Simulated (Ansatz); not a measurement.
Ideal-gas functions of CH$_{4}$GaN (`C=[N][GaH2]`) at 600 K and 1 bar, from an Ansatz frequency run at PBE0-D4/def2-TZVP.

Molar mass 99.77 g/mol, point group Cs (symmetry number 1), electronic degeneracy 1, moments of inertia 6.202, 137.996, 139.718 u Å². Harmonic wavenumbers (cm⁻¹, unscaled): 73, 209, 461, 545, 557, 590, 724, 1104, 1188, 1520, 1846, 2018, 2019, 2962, 3011.

Use S(trans) = R[1.5 ln M + 2.5 ln T − 1.1517]; rotational temperatures θ = 24.2544 K / I; S(rot) = R[ln(√π/σ · √(T³/θAθBθC)) + 1.5]; for each mode x = 1.438777 ν̃/T, S = R[x/(eˣ − 1) − ln(1 − e⁻ˣ)] and H = RT x/(eˣ − 1); 1 cm⁻¹ = 0.0119627 kJ/mol; R = 8.31446 J/(mol·K).

Q: By hand: the entropy, in J/(mol·K).

A: Translation 180.8. Rotation: θ = 3.9107, 0.1758, 0.1736 K, giving 105.8. Vibration, mode by mode: 22.81, 14.14, 7.89, 6.66, 6.50, 6.09, 4.70, 2.29, 1.95, 1.03, 0.55, 0.39, 0.39, 0.06, 0.05, in all 75.5. Electronic 0.0. Sum 362.1 J/(mol·K).

Q: By hand: H − E and G − E in kJ/mol, counted from the electronic energy.

A: Zero-point energy ½ × 18827 × 0.0119627 = 112.6; thermal vibration 23.1; translation, rotation and pV give 4 RT = 20.0. H − E = 155.7 kJ/mol, and G − E = 155.7 − 600 × 362.1/1000 = -61.6 kJ/mol.

Vibration gives 21 % of the entropy, 22.8 J/(mol·K) of it from the mode under 150 cm⁻¹: soft modes count most, and the harmonic formula is weakest for them.
